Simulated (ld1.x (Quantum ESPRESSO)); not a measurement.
Reading a pseudo-wave (In)

Columns: radius, all-electron u(r) and pseudo u(r) of the 5s shell (level -8.21 eV) of indium in the configuration [Kr] 4d10 5s2 5p1; PBE, scalar-relativistic, TM scheme, ld1.x (Quantum ESPRESSO) 7.5.

```
r (bohr)  all-electron  pseudo
   0.143       -0.0158  0.0989
   0.285        0.1984  0.1722
   0.428       -0.0579  0.2060
   0.570       -0.2816  0.2041
   0.713       -0.3154  0.1874
   0.855       -0.2065  0.1780
   0.998       -0.0328  0.1915
   1.140        0.1486  0.2399
   1.283        0.3118  0.3304
   1.425        0.4438  0.4444
   1.568        0.5445  0.5445
   1.710        0.6152  0.6152
   1.853        0.6611  0.6611
   1.995        0.6860  0.6860
   2.138        0.6946  0.6946
   2.280        0.6902  0.6902
   2.423        0.6760  0.6760
   2.565        0.6547  0.6547
   2.708        0.6279  0.6279
   2.850        0.5978  0.5978
   2.992        0.5655  0.5655
   3.135        0.5318  0.5318
   3.278        0.4977  0.4977
   3.420        0.4642  0.4642
   3.563        0.4311  0.4311
   3.705        0.3994  0.3994
```

Task: How many radial nodes do the two functions have?

Result: The all-electron 5s function has n − l − 1 = 4 (the table is too coarse to show those close to the nucleus); the pseudo-wave has 0, since the states of the same l below it are removed with the core.

Task: At about which radius was the pseudo-wave matched?

Result: 1.55 bohr, where the columns begin to agree (steps of 0.14 bohr).

Task: Is the pseudo-wave norm-conserving?

Result: Yes: the TM scheme keeps the norm inside the radius equal to the all-electron one, which fixes the energy derivative of the logarithmic derivative at the level.
